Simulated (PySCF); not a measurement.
# Electron correlation in Ni³⁺ (nickel, charge +3)

[Ar] 3d7, high-spin 4F determinant. Computed with PySCF 2.14 in aug-cc-pVDZ, with no relativity, point nucleus. Frozen: [Ar]; 7 electrons correlated.

```
  level  correlation energy (mhartree)
   CCSD                        -134.48
    (T)                          -1.54
CCSD(T)                        -136.02
```

Diagnostics: T1 = 0.0048, D1 = 0.0073, largest double amplitude 0.025.

Cost of the coupled-cluster step: about 3 core-seconds, for 7 correlated electrons.
